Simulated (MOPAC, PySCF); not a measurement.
[Cd(OH)2], neutral singlet in the gas phase. 

Cartesian coordinates (Å):
```xyz
5

Cd     0.1214     0.0614    -0.0343
O      1.1054    -0.5731     1.5577
H      0.4674    -0.7925     2.2630
O     -0.6005     0.7263    -1.7494
H     -1.5744     0.7607    -1.6967
```
Charge 0, spin multiplicity 1.

All levels are single points at this geometry (TPSS-D3(BJ)/def2-SVP); Pople sets use spherical d functions. Orbital energies aren't observables, and empty levels follow the basis.

| level | HOMO (eV) | LUMO (eV) | gap (eV) | dipole (D) | vertical IE, Delta-SCF (eV) |
|---|---|---|---|---|---|
| PBE-D3(BJ)/def2-TZVP in PySCF | -6.22 | -2.46 | 3.77 | 2.76 | – |
| TPSSh-D3(BJ)/def2-TZVP in PySCF | -6.94 | -1.94 | 5.00 | 2.85 | – |
| B3LYP/6-311+G** (LANL2DZ on Cd) in PySCF | -7.70 | -2.15 | 5.55 | 3.12 | – |
| B3LYP/6-31G* (LANL2DZ on Cd) in PySCF | -7.05 | -1.61 | 5.44 | 2.83 | 9.62 |
| PBE/6-31G* (LANL2DZ on Cd) in PySCF | -5.63 | -2.13 | 3.50 | 2.67 | – |
| SVWN5/6-31G* (LANL2DZ on Cd) in PySCF | -5.84 | -2.40 | 3.44 | 2.79 | 9.49 |
| PM3 in MOPAC | -10.46 | 0.43 | 10.89 | 3.38 | – |
| PM6 in MOPAC | -10.66 | -1.15 | 9.51 | 4.12 | – |
| PM7 in MOPAC | -11.16 | -1.25 | 9.91 | 3.61 | – |
